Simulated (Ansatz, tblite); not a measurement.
Removing and adding an electron: Ga6. Total charge 0; singlet. Geometry: r2SCAN-D4/def2-SVP. Ansatz, gas phase; energy differences of separate SCF runs; the oxidised species was run as a doublet alone; the reduced species was run as a doublet alone.

```xyz
6

Ga    2.0476    0.4458    0.1142
Ga   -1.4696    1.1089    0.1398
Ga    0.3045    0.8468    1.8958
Ga    0.2723   -1.7509   -1.1251
Ga   -1.4681   -1.3470    0.6587
Ga    0.3132    0.6965   -1.6833
```

The xTB rows come from tblite. The structure comes from a short search, and lower isomers may exist.

```tsv
level	−HOMO (eV)	vertical IE (eV)	−LUMO (eV)	vertical EA (eV)	HOMO–LUMO gap (eV)	IE − EA (eV)	remarks
GFN1-xTB	8.19	9.92	6.59	4.92	1.60	5.00	–
PBE-D4/def2-SVP	4.62	6.71	3.95	1.99	0.66	4.72	restricted SCF unstable in HF (singlet)
PBE0-D4/def2-SVP	5.26	6.71	3.41	2.06	1.85	4.65	restricted SCF unstable in HF (singlet)
```

   Raw xTB energy differences between charge states are shifted by several eV; the methods need an empirical correction for them. Sets without diffuse functions give affinities that are too small.
